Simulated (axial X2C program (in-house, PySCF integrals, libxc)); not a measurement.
**Working with the constants of SrF⁺**

A bond curve at the CCSD(T) level, two-component, was computed with an axial X2C code built on PySCF integrals (basis Sr dyall-cv3z [13s12p8d5f1g], F dyall-av3z [7s6p3d2f] (cores contracted in-house)) for the state Ω = 0 (closed shell). Its fit gives Re = 2.0414 Å, ωe = 556.8 cm⁻¹, ωexe = 1.95 cm⁻¹ and αe = 1.344e-03 cm⁻¹; the masses are 87.9056 and 18.9984 u. Two-component means X2C with spin–orbit coupling and atomic mean-field Coulomb and Gaunt terms.

Correlated methods: 8 electrons correlated (number of frozen shells: Sr 4 s, 3 p, 1 d; F 1 s), 262 virtual spin orbitals or spinors in MP2, 86 natural virtuals in coupled cluster.

Find the reduced mass, Be and the force constant.

From the CCSD(T) values: μ = 15.6221 u. Be = 16.8576/(μ Re²) = 0.2589 cm⁻¹. k = 5.8918×10⁻⁷ μ ωe² = 2.85 mdyn/Å.

A Morse curve ties αe to the other constants (Pekeris). How well does that hold?

αe(Morse) = 6Be²/ωe × (√(ωexe/Be) − 1) = 1.260e-03 cm⁻¹; the CCSD(T) curve gives 1.344e-03 cm⁻¹, a ratio of 0.94.

Where do the fundamental and the first overtone lie?

ν(1←0) = ωe − 2ωexe = 552.9 cm⁻¹; ν(2←0) = 2ωe − 6ωexe = 1101.9 cm⁻¹.

Estimate the centrifugal constant by the Kratzer relation.

D = 4Be³/ωe² = 2.24e-07 cm⁻¹.

Estimate De from a Morse curve and compare with the computed well depth of 5.784 eV to Sr+ + F.

De(Morse) = ωe²/(4ωexe) = 4.928 eV against 5.784 eV computed, a ratio of 0.85. For De the Morse form works well here.

One determinant describes the state; a PBE0 search over occupations chose it and may have missed a lower one. De is counted from the lowest determinant-based energies of the atoms at the same level, without counterpoise correction. Coupled cluster ran in a truncated set of natural virtual spinors; the MP2 energy of the rest was added. (T) has no such correction and the atoms are truncated less, which lowers De at CCSD(T) by a hundredth of an eV or more. The outer-core s and p shells of the metal are frozen in the correlated rows, which leaves out core–valence correlation; for alkali and alkaline-earth bonds that tends to lengthen them. With the outer-core shells frozen, correlated bond lengths of heavy atoms tend to come out a few hundredths of an ångström too long.
